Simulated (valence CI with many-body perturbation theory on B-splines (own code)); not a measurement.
**Ta LXIX in brief**

Calculated by valence CI with perturbative core correlation (CI+MBPT): three valence electrons over a frozen Dirac-Fock core [He], radial functions for each j: 11 s, 11 p, 9 d, 7 f, 5 g, 2 h, 1 i, with the one-electron correlation potential Σ1, the two-electron term Σ2, the three-electron term Σ3, Breit, model QED; selected CI, second order for the rest (own B-spline code, finite nucleus).

The last digits are not significant, and no measured levels were compared; by estimate large intervals hold to a few tenths of a per cent, small ones and those within an open d or f shell to about a per cent.

Levels are named by their leading jj configuration (3d3/2^4 stands for four electrons in 3d with j = 3/2), which in mixed levels can hold well under half, so a name can repeat and another be missing.

Rates and lifetimes use the calculated energies. Strong lines usually hold to 10 to 20 %, long lifetimes can be off by a factor of two.

Question: What is the ground level?

Answer: (2s^2 2p1/2) J=1/2, composition 100 % 2s²2p ²P°, g = 0.617.

Question: Where does the other parity begin?

Answer: At (2s 2p1/2^2) J=1/2, 265 eV.

Question: Name the longest-lived excited levels whose lifetime is computed, and their main decay.

Answer: (2s 2p1/2 2p3/2) J=5/2 at 1602 eV lives 117 ps, mostly by E1 to (2s^2 2p3/2) J=3/2; (2s 2p1/2^2) J=1/2 at 265 eV lives 41.6 ps, mostly by E1 to (2s^2 2p1/2) J=1/2; (2s^2 2p3/2) J=3/2 at 1375 eV lives 23.1 ps, mostly by E1 to (2s 2p1/2^2) J=1/2.

Question: How well does LS coupling describe the low levels?

Answer: Among the lowest 20 levels the leading LS term, summed over configurations, holds 76 % on average. For single configurations the figures are 75 % in LS and 99 % in jj coupling. Terms mix most in the J = 3/2 level at 1950 eV, where the leading one holds 49 %.

Question: What is the ionisation energy?

Answer: 18241 eV; NIST lists 18250 ± 50 eV (theoretical).

Question: Among levels below 12839 eV, which E1 lines absorb most strongly from the ground level?

Answer: to (2s^2 3d3/2) J=3/2 at 0.1143 nm, f = 0.557; to (2s 2p1/2 3p1/2) J=3/2 at 0.1172 nm, f = 0.199; to (2s 2p1/2 2p3/2) J=3/2 at 0.7402 nm, f = 0.167.

Question: What are the static dipole polarisabilities of the lowest levels?

Answer: (2s^2 2p1/2) J=1/2 0.000163 bohr³, of which the core gives 2.33e-07.
